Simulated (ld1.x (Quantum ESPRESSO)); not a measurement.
# An all-electron radial function and its pseudo partner (vanadium (V))

Columns: radius, all-electron u(r) and pseudo u(r) of the 4p shell (level -2.20 eV) of vanadium in the configuration [Ar] 3d3 4s1 4p1; LDA (PZ), scalar-relativistic, TM semilocal scheme, ld1.x (Quantum ESPRESSO) 7.5.

```tsv
r (bohr)	all-electron	pseudo
0.158	0.1169	0.0021
0.315	0.0233	0.0083
0.473	-0.1140	0.0187
0.630	-0.1890	0.0333
0.788	-0.1967	0.0522
0.945	-0.1578	0.0751
1.102	-0.0934	0.1022
1.260	-0.0177	0.1335
1.418	0.0598	0.1683
1.575	0.1334	0.2059
1.732	0.2008	0.2456
1.890	0.2613	0.2862
2.047	0.3136	0.3260
2.205	0.3586	0.3639
2.362	0.3961	0.3979
2.520	0.4272	0.4276
2.678	0.4521	0.4522
2.835	0.4713	0.4713
2.992	0.4856	0.4856
3.150	0.4955	0.4955
3.308	0.5015	0.5015
3.465	0.5040	0.5040
3.622	0.5035	0.5035
3.780	0.5003	0.5003
3.938	0.4950	0.4950
4.095	0.4877	0.4877
```

Problem. How many radial nodes do the two functions have?

Solution. The all-electron 4p function has n − l − 1 = 2; the pseudo-wave has 0, since the states of the same l below it are removed with the core.

Problem. At about which radius was the pseudo-wave matched?

Solution. 3.15 bohr. The columns agree to 0.0005 from 2.52 bohr on; several derivatives are matched, so the curves merge somewhat inside the radius.

Problem. Where does each function peak?

Solution. Outermost all-electron maximum near 3.46 bohr, pseudo maximum near 3.46 bohr (to the table’s step).

Problem. Is the pseudo-wave norm-conserving?

Solution. Yes: the TM semilocal scheme keeps the norm inside the radius equal to the all-electron one, which fixes the energy derivative of the logarithmic derivative at the level.
